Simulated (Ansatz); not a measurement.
`FC(F)(F)Cl` and `[F][Ge]([F])([F])[Cl]` differ in one element.

Ansatz, PBE0-D4/def2-TZVP geometries, multiplicity 1. 

Scalar relativity is left out up to krypton.

| property | `FC(F)(F)Cl` |
| --- | --- |
| HOMO energy (ωB97M-V/def2-TZVPP) / eV | -12.40 |
| HOMO energy (PBE0/def2-TZVPP) / eV | -10.05 |
| HOMO–LUMO gap (PBE/def2-TZVPP) / eV | 7.39 |
| HOMO–LUMO gap (PBE0/def2-TZVPP) / eV | 10.15 |
| zero-point energy (PBE0-D4/def2-TZVP) / kJ/mol | 40.0 |
| ideal-gas entropy at 298 K and 1 bar (rigid rotor, harmonic PBE0-D4/def2-TZVP) / J/(mol·K) | 285 |

(1) What does the change do to each property? (An estimate is asked.)

Results:

(1) Computed: 
```json
{"property": "HOMO energy (ωB97M-V/def2-TZVPP) / eV", "`[F][Ge]([F])([F])[Cl]`": "-12.97", "shift": "-0.57"}
{"property": "HOMO energy (PBE0/def2-TZVPP) / eV", "`[F][Ge]([F])([F])[Cl]`": "-10.66", "shift": "-0.61"}
{"property": "HOMO–LUMO gap (PBE/def2-TZVPP) / eV", "`[F][Ge]([F])([F])[Cl]`": "6.23", "shift": "-1.16"}
{"property": "HOMO–LUMO gap (PBE0/def2-TZVPP) / eV", "`[F][Ge]([F])([F])[Cl]`": "8.89", "shift": "-1.26"}
{"property": "zero-point energy (PBE0-D4/def2-TZVP) / kJ/mol", "`[F][Ge]([F])([F])[Cl]`": "23.2", "shift": "-16.8"}
{"property": "ideal-gas entropy at 298 K and 1 bar (rigid rotor, harmonic PBE0-D4/def2-TZVP) / J/(mol·K)", "`[F][Ge]([F])([F])[Cl]`": "326", "shift": "41"}
```

With PBE0 the HOMO falls by 0.61 eV and the LUMO falls by 1.87 eV, so the gap narrows by about 1.26 eV. PBE moves the HOMO by -0.64 eV and ωB97M-V by -0.57 eV.
